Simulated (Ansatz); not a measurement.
Total energies of Ag2Cl2⁻ from Ansatz at PBE-D4/def2-TZVPD, gas phase (1 Eh = 27.2114 eV = 2625.5 kJ/mol). The reference geometry is relaxed at r2SCAN-D4/def2-SVPD.

```xyz
4

Ag   -0.652   -0.032    0.009
Ag    2.185    0.160   -0.298
Cl    0.793   -0.344    1.917
Cl   -2.327    0.216   -1.629
```

```
            state                        geometry  energy (Eh)
charge -1 doublet                       reference  -1214.26749
 charge 0 singlet                       reference  -1214.16645
charge -1 quartet  relaxed at r2SCAN-D4/def2-SVPD  -1214.14401
```

In the def2 sets Ag takes a core potential; there is no spin–orbit coupling.

Task: Work out the vertical ionisation energy to the singlet.

Result: E(charge 0 singlet) − E(charge -1 doublet) = -1214.16645 − (-1214.26749) = 0.10104 Eh = 2.75 eV. For comparison, −ε of the highest occupied level of the spin that leaves is 0.31 eV at this level, 2.44 eV less.

Task: Which of the charge -1 states is lowest, and how far above it are the others?

Result: The doublet. quartet: -1214.14401 − (-1214.26749) = 0.12348 Eh = 324.2 kJ/mol.

At PBE-D4/def2-TZVPD the highest occupied level of the charge -1 quartet lies above zero (up to 0.53 eV). It is a level of α spin, whose loss leaves a triplet; that state wasn't run at this geometry and level. The electron is either unbound and held by the finite basis, or the level is raised by self-interaction error. 

The structure comes from a short search, and lower isomers may exist.
